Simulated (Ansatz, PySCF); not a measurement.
This singlet lies 1.86 eV below the relaxed triplet at the level frozen-core CCSD(T)/cc-pVTZ // PBE0-D3(BJ)/def2-SVP (Ansatz, an electronic-structure program).

Excitations are Tamm–Dancoff values on a coarser integration grid. The basis has no diffuse functions, so Rydberg states are missing or too high.

## CH4OSi, SMILES `C[Si]O` (lower singlet; C–Si–O–H torsion 0°) (charge 0, multiplicity 1)

The numbers are results of PySCF with ωB97X-D3(BJ)/def2-TZVP // PBE0-D3(BJ)/def2-SVP, not measurements.

```json
{
  "HOMO": "-8.73 eV",
  "dipole_moment": "2.33 D",
  "LUMO": "0.39 eV",
  "HOMO–LUMO gap": "9.12 eV",
  "S1 excitation (TDA)": "3.70 eV",
  "S1 oscillator strength": "0.059",
  "brightest of the four lowest singlets (TDA)": "7.06 eV",
  "T1 excitation (TDA)": "2.21 eV",
  "S1–T1 gap (TDA)": "1.49 eV",
  "total_energy": "-405.3468 Ha",
  "cost": "very roughly 110 core-seconds"
}
```

```xyz
7

C     -0.8387    -0.0148    -0.0029
Si     0.5586     1.2966    -0.0643
O      1.8926     0.2869    -0.0080
H     -1.8454     0.4298    -0.0416
H     -0.7475    -0.7215    -0.8488
H     -0.7682    -0.6103     0.9266
H      1.7486    -0.6667     0.0389
```
Charge 0, spin multiplicity 1.
